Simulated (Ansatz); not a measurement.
The cluster W4⁻. Charge -1, multiplicity 2. Geometry PBE0-D4/def2-SVPD.

Cartesian coordinates in Å:
```
W 0.3373 -0.6906 1.3627
W 1.3650 -0.3925 -0.6545
W -1.5416 -0.2076 0.1613
W -0.1607 1.2906 -0.8694
```

In the def2 sets W takes a core potential; there is no spin–orbit coupling. At PBE-D4/def2-TZVPD, r2SCAN-D4/def2-TZVPD, PBE0-D4/def2-TZVPD the highest occupied level of the charge -1 doublet lies above zero (up to 0.51 eV). The electron is either unbound and held by the finite basis, or the level is raised by self-interaction error. At r2SCAN-D4/def2-TZVPD, PBE0-D4/def2-TZVPD, ωB97X-V/def2-TZVPD the charge -1 doublet is spin-contaminated (final ⟨S²⟩ up to 1.70, 0.75 for a pure state). Another isomer (quartet) lies 0.52 eV lower at PBE0-D4/def2-TZVPD; other spin states weren't run for this one.

Question: Estimate the α-spin orbital energies around the gap (eV) in Ansatz with PBE-D4/def2-TZVPD, r2SCAN-D4/def2-TZVPD, PBE0-D4/def2-TZVPD, ωB97X-V/def2-TZVPD.

Answer: 
```tsv
orbital	PBE-D4/def2-TZVPD	r2SCAN-D4/def2-TZVPD	PBE0-D4/def2-TZVPD	ωB97X-V/def2-TZVPD
HOMO−5	-1.67	-1.64	-2.32	-4.44
HOMO−4	-0.92	-0.91	-1.61	-3.75
HOMO−3	-0.70	-0.66	-1.38	-3.45
HOMO−2	-0.28	-0.42	-1.04	-2.94
HOMO−1	-0.27	0.03	-0.44	-2.44
HOMO	0.40	0.51	0.07	-1.42
LUMO	0.77	0.82	1.29	3.26
LUMO+1	0.77	1.38	1.97	3.34
LUMO+2	1.38	1.54	2.02	3.49
LUMO+3	1.65	1.85	2.45	3.62
LUMO+4	1.65	2.06	2.53	3.76
LUMO+5	1.72	2.06	2.54	3.94
β HOMO	-0.15	0.15	-0.29	-2.21
β LUMO	0.80	1.07	1.46	2.83
```
